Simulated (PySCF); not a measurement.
## Correlation energy of Be (beryllium, neutral)

[He] 2s2, closed-shell 1S. Computed with PySCF 2.14 in aug-cc-pVDZ-DK (4s3p2d, 23 functions), with the spin-free X2C one-electron Hamiltonian (Gaussian nucleus). Frozen: 1s2; 2 electrons correlated.

Total MP2 correlation energy: -25.77 mhartree.

Same-spin part 0.00 and opposite-spin part -25.77 mhartree; SCS-MP2 scales them by 1/3 and 6/5 to -30.93 mhartree.

With two correlated electrons CCSD is exact within the correlated space (frozen core and kept virtual orbitals).

| level | correlation energy (mhartree) |
| --- | --- |
| CCSD | -44.50 |

Diagnostics: T1 = 0.019, D1 = 0.0275, largest double amplitude 0.132.

Problem. Is a single reference adequate?

Solution. Mostly. T1 lies below 0.03, but a double amplitude of this size points to a near-degeneracy that CCSD handles and MP2 describes poorly.
